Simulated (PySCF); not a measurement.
Geometries of 3 isomers of [C7H5O]+ (charge +1), from PBE0-D3(BJ)/def2-SVP geometry optimisation, gas phase in PySCF 2.14.0. One conformer each, no zero-point energy, no frequencies.

Question: Which is lowest in electronic energy at this level?
A.
```xyz
13
angstrom
O      3.324    0.660    0.098
C      2.213    0.467    0.105
C      0.850    0.230    0.113
C     -0.037    1.336    0.186
C     -1.395    1.076    0.193
C     -1.857   -0.245    0.129
C     -0.974   -1.330    0.058
C      0.391   -1.113    0.049
H      0.345    2.357    0.235
H     -2.103    1.905    0.248
H     -2.934   -0.434    0.135
H     -1.359   -2.350    0.009
H      1.097   -1.943   -0.006
```
B.
```xyz
13
angstrom
C      2.893   -0.254   -0.281
C      1.687   -0.153   -0.189
C      0.287   -0.036   -0.082
C     -0.362    1.203   -0.300
C     -1.723    1.261   -0.183
O     -2.438    0.193    0.128
C     -1.873   -0.984    0.340
C     -0.518   -1.152    0.248
H      3.966   -0.343   -0.363
H      0.201    2.101   -0.558
H     -2.337    2.153   -0.326
H     -2.596   -1.764    0.586
H     -0.079   -2.135    0.428
```
C.
```xyz
13
angstrom
C      3.311   -0.131   -0.146
C      2.100   -0.062   -0.117
C      0.699    0.049   -0.076
C     -0.011    1.237    0.078
C     -1.400    1.187    0.104
C     -2.056   -0.047   -0.024
C     -1.284   -1.171   -0.173
O      0.034   -1.100   -0.197
H      4.388   -0.199   -0.173
H      0.539    2.174    0.174
H     -1.978    2.107    0.224
H     -3.143   -0.134   -0.007
H     -1.650   -2.194   -0.284
```

Answer: A. That is `[O+]#Cc1ccccc1`, 44.3 kcal/mol below the next.

| SMILES | atoms numbered as above | E (Eh) | relative (kcal/mol) | relative (kJ/mol) | dipole about centre of mass (D) |
| --- | --- | --- | --- | --- | --- |
| [O+]#Cc1ccccc1 | [O+:1]#[C:2][c:3]1[cH:4][cH:5][cH:6][cH:7][cH:8]1 | -344.04734 | 0.0 | 0.0 | 0.30 |
| C#Cc1cc[o+]cc1 | [CH:1]#[C:2][c:3]1[cH:4][cH:5][o+:6][cH:7][cH:8]1 | -343.97667 | 44.3 | 185.5 | 0.05 |
| C#Cc1cccc[o+]1 | [CH:1]#[C:2][c:3]1[cH:4][cH:5][cH:6][cH:7][o+:8]1 | -343.97469 | 45.6 | 190.7 | 1.66 |
